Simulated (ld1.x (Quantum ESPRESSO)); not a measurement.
An all-electron radial function and its pseudo partner (Tb (Z = 65))

Columns: radius, all-electron u(r) and pseudo u(r) of the 6s shell (level -5.13 eV) of terbium in the configuration [Xe] 4f8 5d1 6s1 6p1; LDA (PZ), scalar-relativistic, TM scheme, ld1.x (Quantum ESPRESSO) 7.5.

```csv
r (bohr),all-electron,pseudo
0.168,0.1164,-0.0568
0.335,-0.1118,-0.1059
0.503,-0.1362,-0.1419
0.670,0.0568,-0.1616
0.838,0.2199,-0.1670
1.005,0.2779,-0.1636
1.172,0.2463,-0.1586
1.340,0.1582,-0.1588
1.508,0.0434,-0.1695
1.675,-0.0766,-0.1955
1.842,-0.1901,-0.2404
2.010,-0.2912,-0.3042
2.178,-0.3762,-0.3774
2.345,-0.4443,-0.4443
2.512,-0.4967,-0.4967
2.680,-0.5353,-0.5353
2.848,-0.5614,-0.5614
3.015,-0.5766,-0.5766
3.182,-0.5829,-0.5829
3.350,-0.5817,-0.5817
3.518,-0.5745,-0.5745
3.685,-0.5623,-0.5623
3.852,-0.5464,-0.5464
4.020,-0.5274,-0.5274
4.188,-0.5062,-0.5062
4.355,-0.4837,-0.4837
```

(1) How many radial nodes do the two functions have?

(2) At about which radius was the pseudo-wave matched?

(3) Where does each function peak?

(4) Is the pseudo-wave norm-conserving?

## Answers

(1) The all-electron 6s function has n − l − 1 = 5 (the table is too coarse to show those close to the nucleus); the pseudo-wave has 0, since the states of the same l below it are removed with the core.

(2) 2.40 bohr, where the columns begin to agree (steps of 0.17 bohr).

(3) Outermost all-electron maximum near 3.18 bohr, pseudo maximum near 3.18 bohr (to the table’s step).

(4) Yes: the TM scheme keeps the norm inside the radius equal to the all-electron one, which fixes the energy derivative of the logarithmic derivative at the level.
